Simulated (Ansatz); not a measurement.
Gas-phase electronic energies from Ansatz, PBE0-D4/def2-TZVP geometries. CCSD(T)/CBS is the MP2 limit (def2-TZVPP, def2-QZVPP) plus CCSD(T) − MP2 in def2-TZVPP, frozen cores. Functionals use def2-TZVPP. B3LYP here is the variant with VWN-RPA as its local correlation; programs differ in this. HSE06 is defined as in plane-wave codes. Each species was taken in one conformer, which may not be the lowest.

Consider the redistribution: `CC[Si]O` + `CB(F)O[SiH3]` → `CC[Si]C` + `OB(F)O[SiH3]`.

`CC[Si]O`:

```xyz
10

C     0.007   -0.321   -0.945
C     0.812   -0.234    0.343
Si    0.042    0.602    1.883
O    -1.445    1.064    1.325
H    -0.265    0.672   -1.320
H     0.558   -0.817   -1.748
H    -0.920   -0.887   -0.805
H     1.123   -1.235    0.680
H     1.765    0.291    0.175
H    -1.676    0.865    0.412
```

`CB(F)O[SiH3]`:

Cartesian coordinates in Å:
```
C -1.975 0.520 0.349
B -0.640 -0.034 -0.236
F -0.664 -0.704 -1.398
O 0.557 0.125 0.371
Si 2.085 -0.365 -0.050
H -2.690 -0.295 0.498
H -2.444 1.206 -0.364
H -1.835 1.042 1.295
H 2.143 -1.845 -0.136
H 2.987 0.117 1.020
H 2.476 0.232 -1.351
```

`CC[Si]C`:

```xyz
12

C    -0.238   -0.154    1.387
C     0.668   -0.940    0.449
Si    1.183   -0.280   -1.260
C    -0.256    0.905   -1.612
H    -1.186    0.106    0.911
H    -0.472   -0.718    2.294
H     0.233    0.781    1.702
H     0.173   -1.883    0.143
H     1.571   -1.283    0.966
H    -1.224    0.403   -1.492
H    -0.245    1.722   -0.878
H    -0.207    1.340   -2.611
```

`OB(F)O[SiH3]`:

```xyz
9

O    -0.922   -1.498    0.118
B    -1.124   -0.318   -0.525
F    -2.224   -0.137   -1.259
O    -0.227    0.684   -0.439
Si    1.216    0.810    0.362
H    -1.629   -2.133   -0.019
H     1.738    2.165    0.072
H     2.165   -0.218   -0.131
H     1.007    0.646    1.821
```

| level | ΔE (kJ/mol) | difference from CCSD(T)/CBS |
| --- | --- | --- |
| LDA (SPW92) | 29.4 | 2.2 |
| PBE-D4 | 29.9 | 2.7 |
| r2SCAN-D4 | 28.4 | 1.2 |
| B3LYP-D4 | 29.3 | 2.1 |
| HSE06-D4 | 24.7 | -2.5 |
| BHLYP-D4 | 25.2 | -2.0 |
| B2PLYP | 30.9 | 3.7 |
| PBE-QIDH | 24.6 | -2.6 |
| BLYP | 36.4 | 9.2 |
| HSE06 | 25.9 | -1.3 |
| LC-ωPBE | 29.4 | 2.2 |
| CCSD/def2-SVP | 4.9 | -22.3 |
| HF/def2-TZVPP | 20.0 | -7.2 |
| CCSD/def2-TZVPP | 24.1 | -3.1 |
| CCSD(T)/def2-TZVPP | 25.3 | -1.9 |
| HF/CBS(def2) | 20.6 | -6.6 |
| CCSD(T)/CBS | 27.2 | 0 |

Largest T1 diagnostic among the species: 0.013.

From r2SCAN to r2SCAN0 (25 % exact exchange), in def2-TZVPP and without D4, ΔE moves by −4.1 kJ/mol. In def2-TZVPP, CCSD(T) changes the Hartree–Fock value by +5.3 kJ/mol (the triples alone add +1.2 kJ/mol) and MP2 by +7.5 kJ/mol. At CCSD(T), def2-SVP lies −21.3 kJ/mol from the extrapolated value and def2-TZVPP −1.9 kJ/mol.
